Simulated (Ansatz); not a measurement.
All numbers were calculated with Ansatz.

A structure relaxed at PBE0-D4/def2-TZVP, charge 0, multiplicity 1:

Cartesian coordinates in Å:
```
Si 1.6053 0.7381 0.1736
Si -0.6498 0.3479 -0.2887
S -1.7570 1.1811 1.3485
As -1.1660 -1.9543 -0.4922
H 2.4144 0.1933 -0.9494
H 1.9005 2.1879 0.3276
H 1.9731 0.0271 1.4264
H -1.0455 0.9909 -1.5735
H -2.9610 0.7848 0.9000
H -0.2428 -2.3271 0.6588
H -0.0713 -2.1697 -1.5311
```

**Question.** Give its formula and SMILES.

**Answer.** AsH7SSi2, `[SiH3][SiH](S)[AsH2]`.

**Question.** Summarise the bond lengths by kind.

**Answer.** 1 × Si–Si 2.335 Å; 4 × H–Si 1.487 to 1.490 Å; 1 × S–Si 2.145 Å; 1 × As–Si 2.368 Å; 1 × H–S 1.345 Å; 2 × As–H 1.522 to 1.524 Å.
